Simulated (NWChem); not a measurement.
# Correlation energy of H$_{3}$BN

SMILES: [BH]N
```xyz
5

B     -0.7819     0.3514     0.0000
N      0.5141    -0.1151     0.0000
H     -1.7711    -0.3425     0.0000
H      0.7572    -1.1025     0.0000
H      1.3243     0.4934     0.0000
```
Charge 0, spin multiplicity 2.

All runs are NWChem calculations. All single points use one geometry, from UPBE0/def2-SVP, a minimum by its harmonic frequencies. It is one conformer; others weren't searched.

Basis set: 3-21G. Each correlation energy counts from its own Hartree-Fock reference.

| method | correlation energy (mHa) |
|---|---|
| CCSD on UHF | -168.0 |
| CCSD(T) on UHF | -172.2 |
| CCSD[T] on ROHF | -173.8 |
| UMP2 | -148.8 |
| CCSD(T) on ROHF | -173.2 |
| CCSD on ROHF | -168.9 |
| CCSDT on ROHF | -173.6 |
| SCS-UMP2 | -150.4 |
| CCSD[T] on UHF | -172.7 |

The values span 24.9 mHa, from CCSD[T] on ROHF (lowest) to UMP2 (highest). 

The correlated methods keep 2 core orbitals frozen. The structure started from a generated list of species. The unpaired electrons of the parent sit in orbitals of symmetry a' (Cs labels of the run); other states weren't searched. No SCF solution was tested for a lower state. Open-shell Hartree-Fock references start from PBE0 orbitals. Coupled-cluster values serve here as a point of comparison, not as the truth.
